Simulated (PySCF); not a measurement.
dibromo-chloro-fluoromethane (CBr2ClF), SMILES ClC(Br)(Br)F. Coordinates come from a PBE-D3(BJ)/def2-SVP optimisation.

Method: PBE-D3(BJ)/def2-SVP in PySCF.

Harmonic wavenumbers (cm⁻¹): 154, 187, 257, 296, 331, 454, 696, 759, 1109. Rotational constants (GHz): 1.852, 1.054, 0.8124; symmetry number 1.

**Question.** Work out the zero-point energy and the ideal-gas rigid-rotor harmonic-oscillator thermochemistry at 298.15 K and 1 atm.

**Answer.** ZPE = ½ Σ hcν = ½ × 4241 cm⁻¹ = 25.37 kJ/mol. H − E(el) = 43.14 kJ/mol. Entropy in J/(mol K): translation 176.36, rotation 124.25, vibration 44.61, total 345.22. G − E(el) = -59.78 kJ/mol. Cp = 83.41 J/(mol K).
